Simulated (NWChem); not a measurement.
All runs are NWChem calculations. System: GeS, charge 0, spin multiplicity 1, at a geometry optimised with PBE/def2-SVP. The structure started from a generated list of species. Level: PBE/STO-3G.

Input file:

```
start mol
memory heap 200 mb stack 900 mb global 1100 mb
geometry units angstroms nocenter noautoz
  Ge     0.000000     0.000000     0.681111
  S      0.000000     0.000000    -1.362222
  symmetry group C2v
end
basis spherical
  * library sto-3g
end
dft
  xc xpbe96 cpbe96
  semidirect memsize 60000000 filesize 0
  iterations 100
end
task dft energy
```

Output (cleaned and shortened):

```
             Northwest Computational Chemistry Package (NWChem) 7.3.0
             --------------------------------------------------------

                                NWChem Input Module
                                -------------------

 Scaling coordinates for geometry "geometry" by  1.889725989
 (inverse scale =  0.529177249)

 Turning off AUTOSYM since
 SYMMETRY directive was detected!

                             Geometry "geometry" -> ""
                             -------------------------

 Output coordinates in angstroms (scale by  1.889725989 to convert to a.u.)

  No.       Tag          Charge          X              Y              Z
 ---- ---------------- ---------- -------------- -------------- --------------
    1 Ge                  32.0000     0.00000000     0.00000000     0.68111100
    2 S                   16.0000     0.00000000     0.00000000    -1.36222200

 Effective nuclear repulsion energy (a.u.)     132.5964742349

            Nuclear Dipole moment (a.u.)
            ----------------------------
        X                 Y               Z
 ---------------- ---------------- ----------------
     0.0000000000     0.0000000000     0.0000000000

      Symmetry information
      --------------------

 Group name             C2v
 Group number             16
 Group order               4
 No. of unique centers     2

      Symmetry unique atoms

     1    2


 Summary of "ao basis" -> "" (spherical)
 ------------------------------------------------------------------------------
       Tag                 Description            Shells   Functions and Types
 ---------------- ------------------------------  ------  ---------------------
 *                           sto-3g                   on all atoms

  pbe96 is a nonlocal functional; adding pw91lda local functional.

                                 NWChem DFT Module
                                 -----------------

 Summary of "ao basis" -> "ao basis" (spherical)
 ------------------------------------------------------------------------------
       Tag                 Description            Shells   Functions and Types
[...]
   Bfn.  Coefficient  Atom+Function         Bfn.  Coefficient  Atom+Function
  ----- ------------  ---------------      ----- ------------  ---------------
    17      0.977470  1 Ge d  1              11     -0.208722  1 Ge px
     7      0.069865  1 Ge px                25     -0.034790  2 S  px

 Vector   23  Occ=2.000000D+00  E=-1.026388D-02  Symmetry=a2
              MO Center=  8.2D-17,  6.3D-17,  6.8D-01, r^2= 1.3D-01
   Bfn.  Coefficient  Atom+Function         Bfn.  Coefficient  Atom+Function
  ----- ------------  ---------------      ----- ------------  ---------------
    14      1.000000  1 Ge d -2

 Vector   24  Occ=2.000000D+00  E=-1.026386D-02  Symmetry=a1
              MO Center=  5.2D-17,  1.9D-17,  6.8D-01, r^2= 1.3D-01
   Bfn.  Coefficient  Atom+Function         Bfn.  Coefficient  Atom+Function
  ----- ------------  ---------------      ----- ------------  ---------------
    18      1.000000  1 Ge d  2

 Vector   25  Occ=0.000000D+00  E= 2.302260D-02  Symmetry=b2
              MO Center= -8.2D-17,  8.2D-13,  1.0D-01, r^2= 2.4D+00
   Bfn.  Coefficient  Atom+Function         Bfn.  Coefficient  Atom+Function
  ----- ------------  ---------------      ----- ------------  ---------------
    12      0.890279  1 Ge py                26     -0.626314  2 S  py
     8     -0.263110  1 Ge py                22      0.189651  2 S  py
    15     -0.150702  1 Ge d -1               4      0.081561  1 Ge py

 Vector   26  Occ=0.000000D+00  E= 2.302260D-02  Symmetry=b1
              MO Center=  6.1D-13, -6.3D-17,  1.0D-01, r^2= 2.4D+00
   Bfn.  Coefficient  Atom+Function         Bfn.  Coefficient  Atom+Function
  ----- ------------  ---------------      ----- ------------  ---------------
    11      0.890279  1 Ge px                25     -0.626314  2 S  px
     7     -0.263110  1 Ge px                21      0.189651  2 S  px
    17      0.150702  1 Ge d  1               3      0.081561  1 Ge px

 Vector   27  Occ=0.000000D+00  E= 2.661954D-01  Symmetry=a1
              MO Center= -3.4D-29, -6.8D-29, -9.4D-02, r^2= 2.1D+00
   Bfn.  Coefficient  Atom+Function         Bfn.  Coefficient  Atom+Function
  ----- ------------  ---------------      ----- ------------  ---------------
    13      1.057079  1 Ge pz                27      0.932445  2 S  pz
    24      0.551495  2 S  s                 10     -0.483030  1 Ge s
     9     -0.252623  1 Ge pz                23     -0.244338  2 S  pz
    16     -0.220153  1 Ge d  0              20     -0.081461  2 S  s
     5      0.077906  1 Ge pz                 6      0.055630  1 Ge s

 center of mass
 --------------
 x =   0.00000000 y =   0.00000000 z =   0.12127703

 moments of inertia (a.u.)
 ------------------
         332.773408499771           0.000000000000           0.000000000000
           0.000000000000         332.773408499771           0.000000000000
           0.000000000000           0.000000000000           0.000000000000

     Multipole analysis of the density
     ---------------------------------

     L   x y z        total         alpha         beta         nuclear
     -   - - -        -----         -----         ----         -------
     0   0 0 0     -0.000000    -24.000000    -24.000000     48.000000

     1   1 0 0     -0.000000     -0.000000     -0.000000      0.000000
     1   0 1 0     -0.000000     -0.000000     -0.000000      0.000000
     1   0 0 1     -0.015493     -0.007747     -0.007747      0.000000

     2   2 0 0    -18.561662     -9.280831     -9.280831      0.000000
     2   1 1 0     -0.000000     -0.000000     -0.000000      0.000000
     2   1 0 1      0.000000      0.000000      0.000000      0.000000
     2   0 2 0    -18.561662     -9.280831     -9.280831      0.000000
     2   0 1 1     -0.000000     -0.000000     -0.000000      0.000000
     2   0 0 2    -21.424889    -90.232138    -90.232138    159.039387

 Task  times  cpu:        1.1s     wall:        1.1s

 Total times  cpu:        1.2s     wall:        1.2s
```
